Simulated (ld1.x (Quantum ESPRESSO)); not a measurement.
## Cu (Z = 29) ultrasoft: all-electron and pseudo phase curves

copper, ultrasoft, made with ld1.x (Quantum ESPRESSO) 7.5 (BLYP, fully relativistic). Core [Ne], reference 3s2 3p6 3d10 4s1 4p0. Waves: 3s (bound): rcut 0.95, rcutus 1.15 bohr; 4s (bound): rcut 0.95, rcutus 1.15 bohr; 3p (bound): rcut 1.10, rcutus 1.35 bohr; 4p (bound, empty): rcut 1.10, rcutus 1.35 bohr; 3d (bound): rcut 0.70, rcutus 0.80 bohr; 3d channel at 3.7 Ry: rcut 0.70, rcutus 0.80 bohr. Local part: all-electron potential smoothed inside 0.80 bohr (lloc = -1). Core correction: Bessel-smoothed model core inside 0.40 bohr. Augmentation charge: built from norm-conserving waves at rcut, not smoothed further.

Open shells are filled in proportion to 2j + 1 (rel_dist='average').

The phase is arctan(r·u′/u) with u = r·R(r), unwrapped; energies in Ry, scanned from -10 to 5 Ry. A pole is an energy at which the radial function vanishes at the test radius. The pseudo phase is shifted by a multiple of π to meet the all-electron one at the reference energy, and phase errors are pseudo minus all-electron; the curves can meet again beyond the range given. Levels narrower than the energy grid can be missing from the lists of poles.

```tsv
channel	radius (bohr)	reference energy (Ry)	poles, all-electron	poles, pseudo	unbroken range about the reference energy with phases within 0.05 rad	phase error 1 Ry above the reference energy (rad)
s	1.49	-0.34	-8.07	-8.12, -2.89	not even at the reference energy	+0.308
p1/2	1.49	-0.05	-4.93	-4.96, 3.07	not even at the reference energy	+0.181
p3/2	1.49	-0.05	-4.71	-4.72, 2.64	not even at the reference energy	+0.168
d3/2	1.49	-0.38	0.63	0.58	not even at the reference energy	-0.013
d5/2	1.49	-0.36	0.67	0.61	not even at the reference energy	-0.013
```

A Bessel basis up to 400 Ry misses an occupied level by 2.53 Ry, so cutoffs and ghosts were not judged. Its overlap operator is not positive definite in a basis up to 400 Ry (lowest eigenvalue p1/2 -1.38, p3/2 -1.28), so the file is unfit for use: the generalised eigenproblem breaks down once the basis is large enough, and its test numbers describe a broken file. The potential misses its own reference levels by up to 0.9 eV.

Phases in the s channel:

```
E (Ry)  all-electron  pseudo
-10.00         1.245   4.380
 -9.76         1.216   4.348
 -9.52         1.173   4.300
 -9.28         1.099   4.211
 -9.04         0.934   4.000
 -8.80         0.369   3.203
 -8.56        -0.971   2.001
 -8.32        -1.423   1.673
 -8.08        -1.567   1.555
 -7.84        -1.635   1.494
 -7.60        -1.676   1.456
 -7.36        -1.704   1.430
 -7.12        -1.725   1.409
 -6.88        -1.742   1.393
 -6.64        -1.756   1.378
 -6.40        -1.768   1.365
 -6.16        -1.779   1.353
 -5.92        -1.789   1.341
 -5.68        -1.799   1.330
 -5.44        -1.808   1.318
 -5.20        -1.817   1.305
 -4.96        -1.827   1.290
 -4.72        -1.836   1.274
 -4.48        -1.845   1.254
 -4.24        -1.854   1.228
 -4.00        -1.864   1.190
 -3.76        -1.875   1.125
 -3.52        -1.885   0.970
 -3.28        -1.897   0.170
 -3.04        -1.908  -1.373
 -2.80        -1.921  -1.633
 -2.56        -1.935  -1.721
 -2.32        -1.950  -1.769
 -2.08        -1.965  -1.801
 -1.84        -1.983  -1.826
 -1.60        -2.002  -1.847
 -1.36        -2.022  -1.867
 -1.12        -2.046  -1.885
 -0.88        -2.071  -1.903
 -0.64        -2.100  -1.921
 -0.40        -2.132  -1.939
 -0.16        -2.169  -1.959
  0.08        -2.212  -1.979
  0.32        -2.260  -2.001
  0.56        -2.317  -2.024
  0.80        -2.382  -2.049
  1.04        -2.460  -2.077
  1.28        -2.551  -2.107
  1.52        -2.657  -2.141
  1.76        -2.781  -2.179
  2.00        -2.921  -2.222
  2.24        -3.076  -2.270
  2.48        -3.240  -2.325
  2.72        -3.404  -2.388
  2.96        -3.560  -2.460
  3.20        -3.701  -2.543
  3.44        -3.827  -2.638
  3.68        -3.934  -2.745
  3.92        -4.027  -2.865
  4.16        -4.105  -2.995
  4.40        -4.172  -3.134
  4.64        -4.229  -3.276
  4.88        -4.278  -3.415
```
